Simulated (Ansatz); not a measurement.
Spectroscopic constants of NaP, multiplicity 3 (lowest of 2S+1 = 1, 3, 5 at CCSD(T)/def2-TZVPP on PBE0 minima; our sources give no spin for the ground state, which may be another).

D_e counts from the fitted minimum to each atom's lowest state at the same level, without counterpoise.

Correlated levels freeze the inner cores; with def2 sets outer-core shells near the valence are correlated too.

Codes used: Ansatz (a quantum-chemistry and plane-wave program) with Gaussian orbitals. Values without a source in brackets are computed.

PBE/def2-TZVPP gives 1.449 eV for the bond energy D_e.

Where do these levels fall relative to PBE: r2SCAN/def2-TZVPP, PBE0/def2-TZVPP, wB97M-V/def2-TZVPP, B2PLYP/def2-TZVPP.

r2SCAN/def2-TZVPP -0.068; PBE0/def2-TZVPP -0.110; wB97M-V/def2-TZVPP 0.000; B2PLYP/def2-TZVPP -0.151 eV. 0 of 4 lie above PBE; the widest gap is to B2PLYP/def2-TZVPP.
